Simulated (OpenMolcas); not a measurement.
Exact exchange and the HOMO–LUMO gap of C4H4Si

C4H4Si: 9 atoms, total charge 0, spin state singlet. As SMILES, `C#C[SiH2]C#C`. Geometry: relaxed at PBE0-D4/def2-TZVP.

The HOMO–LUMO gap y, in eV, basis cc-pVDZ; a is the functional's share of exact exchange. Programs: OpenMolcas 26.06.

| functional | program | a | y (eV) |
| --- | --- | --- | --- |
| PBE | OpenMolcas | 0 | 5.74 |
| TPSS | OpenMolcas | 0 | 5.98 |
| B3LYP | OpenMolcas | 0.2 | 7.49 |
| PBE0 | OpenMolcas | 0.25 | ? |
| BHLYP | OpenMolcas | 0.5 | 10.07 |

Task: Fit y = c + s·a to the known rows and predict PBE0.

Result: 
1. Means of the 4 rows: a = 0.1750, y = 7.320.
2. Σ(Δa)² = 0.1675, Σ(Δa·Δy) = 1.409, so the slope is 1.409/0.1675 = 8.4119.
3. Intercept: 7.320 − (8.4119) × 0.1750 = 5.848. The largest residual of the fit is 0.13.
4. PBE0: 5.848 + (8.4119) × 0.25 = 7.95 eV.

The run gave 7.91 eV, so the prediction is off by +0.04 eV, within the largest residual. Exact exchange lowers occupied levels and raises empty ones. The rows mix families of semi-local functionals, which the line can't see.
